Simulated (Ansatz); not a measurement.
```yaml
crystal:
  periodic: [false, false, false]
  atoms:
    - {symbol: B, position_ang: [-1.107610, 0.949760, 0.193567]}
    - {symbol: C, position_ang: [-0.090267, -0.015470, -0.506096]}
    - {symbol: Si, position_ang: [1.612069, -0.288948, 0.213243]}
    - {symbol: S, position_ang: [-1.346069, -1.080828, 0.327035]}
    - {symbol: H, position_ang: [-2.003626, 1.425010, -0.441586]}
    - {symbol: H, position_ang: [-0.850255, 1.359418, 1.289178]}
    - {symbol: H, position_ang: [-0.152391, -0.158261, -1.582934]}
    - {symbol: H, position_ang: [2.227970, -1.547526, -0.287502]}
    - {symbol: H, position_ang: [1.498108, -0.359944, 1.692673]}
    - {symbol: H, position_ang: [2.474629, 0.857937, -0.171870]}
    - {symbol: H, position_ang: [-2.197258, -1.198149, -0.705308]}
basis:
  gaussian: {orbitals: cc-pVTZ-PP, final_grid: {core_spheres: 8, valence_spheres: 7, degree: 23}}
hamiltonian: {xc: {name: BLYP}, dispersion: d4}
```

```sh
$ ansatz run in.yaml --threads 2 --pin off --events-out ev --progress --plain --max-ram 4352MiB
```

How does Ansatz answer? (Estimate.)

The calculation gave: The input was rejected before any iteration.
```
Functional definition: BLYP
Error: <dir> the basis set cc-pVTZ-PP has no functions for B
```
